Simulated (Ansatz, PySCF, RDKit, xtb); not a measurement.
Dimer: CH4 (SMILES C) (first 5 atoms) with SO2 (SMILES O=S=O); geometry from B3LYP-D3(BJ)/def2-TZVP, rigid monomers moved along the line of their centres of mass till C1···S7 is 3.96 Å.
(charge 0, multiplicity 1):
| atom | x (Å) | y (Å) | z (Å) |
|---|---|---|---|
| C | -0.0231 | 0.0042 | -0.1771 |
| H | -0.0391 | 0.1236 | -1.2593 |
| H | 0.8642 | -0.5611 | 0.1065 |
| H | 0.0030 | 0.9859 | 0.2938 |
| H | -0.9209 | -0.5278 | 0.1362 |
| O | -1.1721 | 0.4144 | 3.8454 |
| S | 0.0307 | -0.3697 | 3.7609 |
| O | 1.3015 | 0.3028 | 3.7997 |

Counterpoise-corrected where a basis set is named; no monomer relaxation. Rows marked so take none. RDKit's UFF carries no charges.

Correlated levels freeze the cores. Rows in 6-311+G**, 6-31G*, STO-3G carry no dispersion term and start afresh at each structure (6-31G* with six Cartesian d functions).

The values were computed with Ansatz (an electronic-structure program); PySCF for 6-311+G** rows, 6-31G* rows, STO-3G rows, the dispersion terms; RDKit for the force fields; xtb for the GFN methods. Each number belongs to the level named beside it.

```tsv
level	interaction energy (meV)
UFF	-31.3
GFN1-xTB	-23.6
HF/STO-3G (no counterpoise)	-6.1
HF/6-31G* (no counterpoise)	-10.1
PBE-D3(BJ)/def2-TZVPPD	-45.7
r2SCAN/def2-TZVPPD	-26.1
B3LYP/6-311+G** (no counterpoise)	?
B3LYP-D4/def2-TZVPPD	?
CCSD/aug-cc-pV(D+d)Z	-26.5
```

Q: Some entries are withheld; supply them.

A: 
- B3LYP/6-311+G** (no counterpoise), interaction energy (meV): -4.3
- B3LYP-D4/def2-TZVPPD, interaction energy (meV): -35.4
